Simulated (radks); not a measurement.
Problem. All-electron atom: Ta28+ in [Kr] 4d9. All-electron calculation, scalar-relativistic Kohn-Sham, PBE, spin-unpolarised, spherical densities, point nucleus. Program: a radial shooting solver on a logarithmic mesh with Libxc functionals. Some entries of the table are withheld. Estimate them.

orbital,occ.,eigenvalue (Ry),<1/r> (bohr^-1)
1s,2,-5023.201,(1)
2s,2,(2),19.96
2p,6,-817.3774,18.14
3s,2,-267.0611,(3)
3p,6,-235.7004,6.866
3d,10,-199.3304,6.485
4s,2,-105.5300,3.375
4p,6,-94.42595,3.134
4d,9,(4),(5)
5s,0,-55.14651,1.812
5p,0,-50.55337,1.701

Solution. 
(1) 1s <1/r> (bohr^-1): 85.47
(2) 2s eigenvalue (Ry): -922.7477
(3) 3s <1/r> (bohr^-1): 7.418
(4) 4d eigenvalue (Ry): -80.58677
(5) 4d <1/r> (bohr^-1): 2.903
